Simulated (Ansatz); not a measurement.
Abridged output of a molecular run in Ansatz:

```
Functional definition: HF
1767 factors; integrals over basis functions are off by at most 1.1e-3 eV
mean field evaluation 1: about -12319.8329 eV, gradient 5.7e1 eV
mean field evaluation 2: about -12319.9622 eV, gradient 5.7e1 eV
mean field evaluation 4: about -12326.5567 eV, gradient 5.0e0 eV
mean field evaluation 8: about -12326.6445 eV, gradient 2.7e-1 eV
mean field evaluation 16: about -12326.6451 eV, gradient 2.2e-6 eV
mean field -12326.64506695 eV, -452.9958509105 hartree, gradient 2.2e-6 eV, S^2 0.000000; 0 other end points of the search recorded, 0 dependent functions left out
9 core orbitals not correlated: weight in the atoms' cores, before any rotation towards them, 1.000 or more for the frozen orbitals, at most 0.000 for the correlated occupied ones
reference -12326.64506695 eV, -452.9958509105 hartree; 16, 16 occupied and 281, 281 virtual orbitals, 1767 factors
second order -25.17861144 eV of doubles, -0.00000000 eV of singles
cycle   1  -25.84119279 eV  change   -6.6e-1 eV  update   9.3e-2
cycle   2  -26.37141091 eV  change   -5.3e-1 eV  update   2.7e-2
cycle   3  -26.48334618 eV  change   -1.1e-1 eV  update   1.3e-2
cycle   4  -26.47779757 eV  change    5.5e-3 eV  update   2.8e-3
cycle   5  -26.47739497 eV  change    4.0e-4 eV  update   1.2e-3
cycle   6  -26.47760387 eV  change   -2.1e-4 eV  update   3.2e-4
cycle   7  -26.47745505 eV  change    1.5e-4 eV  update   1.3e-4
cycle   8  -26.47742211 eV  change    3.3e-5 eV  update   4.0e-5
perturbative correction -0.93286365 eV, -0.0342821068 hartree
Total energy: -12354.05535271 eV, -454.0031603326 hartree
```

Its atoms:

Z-matrix (Å, degrees):
```
C
Al 1 1.972
H 1 1.096 2 112.4
H 1 1.096 2 111.3 3 118.9
H 1 1.096 2 112.7 3 -121.7
C 2 1.972 1 118.1 3 -48.3
N 2 2.052 1 104.0 3 66.3
O 2 1.746 1 117.3 3 162.5
H 6 1.096 2 111.3 1 -70.7
H 6 1.096 2 112.7 1 169.9
H 6 1.096 2 112.4 1 48.2
H 7 1.013 2 114.5 1 -125.0
H 7 1.017 2 101.3 1 118.1
H 7 1.013 2 114.5 1 1.3
H 8 0.954 2 124.2 1 74.9
```

**Question.** Which basis set was used?
A. cc-pV(D+d)Z
B. def2-TZVPP
C. def2-QZVPP
D. def2-TZVPPD

**Answer.** B. It gives 306 functions.

**Question.** Write the keys of the input that set method, charge and spin (a neutral closed shell needs none for the last two).

**Answer.** 
```yaml
correlation: {method: ccsd_t}
```
